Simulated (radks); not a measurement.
The mean radii <r> (bohr) of the occupied orbitals of an atom or ion are listed with their occupations. Calculated with a radial shooting solver on a logarithmic mesh with Libxc functionals: Dirac Kohn-Sham, exchange-only PBE, spin-unpolarised, spherical densities, finite nucleus; Fermi nuclear charge, rms radius of each element as measured or else 0.836 A^(1/3) + 0.57 fm.

| orbital | occ. | <r> |
|---|---|---|
| 1s1/2 | 2 | 0.01743 |
| 2s1/2 | 2 | 0.07188 |
| 2p1/2 | 2 | 0.05918 |
| 2p3/2 | 4 | 0.06714 |
| 3s1/2 | 1 | 0.1729 |

Name the element and its charge. Open shells, if any, fill j = l - 1/2 first.

Answer. Z = 77, iridium, charge +66: Ir66+ in [Ne] 3s1. The 1s radius gives Z: for a bare nucleus <r> = (2 gamma + 1)/(2Z) with gamma = sqrt(1 - (Z/c)^2), 0.01724 bohr for Z = 77, and screening makes it slightly larger (0.01743 here). The occupations add up to 11, and the charge is Z minus that.
